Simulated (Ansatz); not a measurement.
Saddle point of GeSiH6I, doublet (SiH₃I ([SiH3][I]) + GeH₃ → GeSiH₆ ([SiH3][GeH3]) + I; bonds formed: Si2–Ge3; bonds broken: I1–Si2), PBE0-D4/def2-TZVP structure:

I1  (-2.524, 0.047, 0.476)
Si2  (-0.292, 0.870, -0.845)
Ge3  (0.560, -0.893, 0.844)
H4  (0.996, 0.396, -1.483)
H5  (-1.155, 1.011, -2.041)
H6  (-0.020, 2.171, -0.194)
H7  (2.051, -0.503, 0.774)
H8  (0.066, -0.849, 2.292)
H9  (0.317, -2.251, 0.177)
(Å)

Energies are electronic, without zero-point energy. Barriers and step energies count from the start structure reached by relaxing down the imaginary mode; all methods use the PBE0-D4 structures, on which another method's saddle can fall below an end. Computed with Ansatz 0.2.0 (basis: def2-TZVPP, with def2-QZVPP for the basis limit); correlated methods freeze the cores; orbitals are unrestricted. Filled d shells of the heavier atoms are correlated. Core potentials replace the inner electrons of the atoms past krypton. The def2 sets are not built for correlating such inner shells, so the correlated values are less sure here. B3LYP uses VWN-RPA correlation. Extrapolation: Hartree–Fock as exp(−7.88 √X), correlation as X^−2.97.

```csv
method,barrier (kcal/mol),step energy (kcal/mol)
SPW92,2.45,-1.29
PBE-D4,?,1.30
BLYP-D4,10.13,1.01
r2SCAN-D4,9.86,3.22
B97M-V,10.13,1.03
PBE0-D4,10.01,3.37
B3LYP-D4,12.27,2.54
r2SCAN0-D4,11.92,4.70
BHLYP-D4,?,4.73
CAM-B3LYP-D4,14.61,3.08
wB97X-V,?,3.71
wB97M-V,14.07,5.62
B2PLYP,14.35,3.80
PBE-QIDH,13.41,5.76
RPA on PBE,13.68,4.47
HF,27.15,9.10
MP2,16.43,8.49
CCSD,16.70,4.96
CCSD(T),14.82,4.86
```

Q: Fill in the withheld barriers. (An estimate is asked for; the value comes from the calculation.)

A: Computed: wB97X-V 13.03; PBE-D4 6.93; BHLYP-D4 15.57 kcal/mol. Each is the energy of the saddle less that of the start structure, by the same method.

For comparison, the barrier by CCSD(T) at an estimated basis limit (MP2 extrapolated from triple and quadruple zeta, plus CCSD(T) − MP2 in triple zeta) is 13.99 kcal/mol.

No T1 diagnostic of these runs exceeds 0.013. ⟨S²⟩ of the unrestricted Hartree–Fock references: 0.75 to 0.79 (a pure state has 0.75).

Labels in which every atom is bracketed show which atoms are joined, not bond orders.

For scale, one of the runs: CCSD(T)/def2-TZVPP, 224 basis functions, launched by `ansatz run in.yaml --threads 4 --pin off --events-out ev --progress --plain --max-ram 41984MiB --backend cuda --devices 0, --max-vram 37GiB`. Time: 8 s of wall clock on 4 CPU threads of an AMD EPYC 7R13 and a share of one NVIDIA H100; the host was shared. Peak host memory: 0.84 GiB.
